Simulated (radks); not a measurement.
Neutral rubidium inside a hard spherical wall (all orbitals vanish at R), configuration held at [Kr] 5s1 and not refilled when levels cross. All-electron calculation, scalar-relativistic Kohn-Sham, PBE, spin-polarised, spherical densities, point nucleus; open shells are filled with parallel spins first (spin-orbit coupling, left out, can overturn this in heavy ions). Program: a radial shooting solver on a logarithmic mesh with Libxc functionals. Eigenvalues in eV for spin up, with the zero of energy where the potential of the charges vanishes at infinity; a dash marks a level that is unbound or too diffuse for the functional's potential to be trusted. A positive occupied level is held by the wall or, in an anion where self-interaction has pushed it up, behind a barrier. The pressure on the wall is -dE/dV.

R (bohr),E (hartree),kinetic (hartree),e(3d),e(4s),e(4p),e(5s),"e(5p, empty)","e(6s, empty)",pressure (GPa)
free,-2981.20150,3053.245,-103.91,-31.857,-15.948,-2.436,-0.893,-,0
10,-2981.19586,3053.279,-103.56,-31.519,-15.619,-2.138,-0.152,3.660,0.0936
7,-2981.15429,3053.437,-102.57,-30.587,-14.729,-0.614,2.546,12.513,1.64
6,-2981.10110,3053.618,-101.84,-29.929,-14.112,1.083,5.215,20.234,5.15
5,-2980.96747,3054.085,-100.41,-28.741,-12.990,4.917,10.750,34.985,20.2
4,-2980.54409,3055.656,-96.668,-25.934,-10.171,15.124,24.025,67.116,112
3.5,-2979.97268,3057.779,-92.461,-22.896,-6.900,26.672,37.931,98.438,314
3,-2978.68216,3062.361,-84.840,-17.207,-0.462,48.673,63.056,152.23,1010
